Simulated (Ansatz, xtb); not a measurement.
## Ranking isomers of C4H6N2O

4 gas-phase structures of C4H6N2O, from a drawn sample of its isomers (lower ones may exist). Each was relaxed with GFN2-xTB:

A. `COc1c[nH]cn1`, a singlet
B. `COc1ncc[nH]1`, a singlet
C. `COc1cnc[nH]1`, a singlet
D. `COn1ccnc1`, a singlet

**Question.** Estimate their order in r2SCAN-D4/def2-SVP//GFN2-xTB energy at these geometries, lowest first.

**Answer.** Calculated order at r2SCAN-D4/def2-SVP//GFN2-xTB: B (0.000), A (0.156), C (0.301), D (1.960) eV.

Energies above the lowest of each column, in eV; the last columns are at r2SCAN-D4/def2-SVP geometries and were run for some of them only (a dash: not run or not comparable):

```tsv
structure	GFN2-xTB	HF/STO-3G	r2SCAN-D4/def2-SVP//GFN2-xTB	r2SCAN-D4/def2-SVP	CCSD(T)/def2-SVP + ΔMP2/def2-TZVPP
B	0.000	0.000	0.000	0.000	0.000
A	0.171	0.198	0.156	0.152	0.163
C	0.232	0.176	0.301	0.291	0.283
D	1.515	1.207	1.960	–	–
```

Every level run on B puts it lowest or level with the lowest. Flexible structures stand in one conformer each, not always the lowest. Frequencies (GFN2-xTB) were run for A, B, C alone. ΔMP2 is the change of the MP2 energy from the smaller to the larger basis.

Over these structures GFN2-xTB departs from r2SCAN-D4/def2-SVP//GFN2-xTB by 0.160 eV on average once a common shift is removed. A GFN2-xTB relaxation took about 0.15 s and the r2SCAN-D4/def2-SVP//GFN2-xTB energy about 2.6 s on a shared host (Ansatz 0.2.0, xtb 6.7.1).
